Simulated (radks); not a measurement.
Q: All-electron atom: Hg XXX in [Kr] 4d10 4f5 (the NIST ground configuration). Method: Dirac Kohn-Sham, LB94 model potential, spin-unpolarised, spherical densities, finite nucleus; open shells fill j = l - 1/2 first; Fermi nuclear charge, rms radius 5.4648 fm; computed with a radial shooting solver on a logarithmic mesh with Libxc functionals. Some entries of the table are withheld. Estimate them.

orbital  occ.  eigenvalue (hartree)  <r> (bohr)  <1/r> (bohr^-1)
1s1/2       2                   (1)         (2)            97.60
2s1/2       2             -579.7905     0.06915            24.04
2p1/2       2             -558.3743     0.05679            24.05
2p3/2       4             -486.2579     0.06548            19.45
3s1/2       2             -166.1547      0.1794            8.841
3p1/2       2             -156.4012      0.1697            8.767
3p3/2       4             -140.3566      0.1852            7.575
3d3/2       4             -124.0635      0.1612            7.469
3d5/2       6             -120.6205      0.1659            7.200
4s1/2       2             -62.83375      0.3847            3.902
4p1/2       2             -58.61539      0.3836            3.818
4p3/2       4             -54.30288      0.4123            3.408
4d3/2       4             -47.35905      0.4080            3.264
4d5/2       6             -46.49433      0.4164            3.173
4f5/2       5             -37.77520      0.3961            2.960
4f7/2       0             -37.54798      0.3998            2.927

A: 
(1) 1s1/2 eigenvalue (hartree): -3097.198
(2) 1s1/2 <r> (bohr): 0.01657
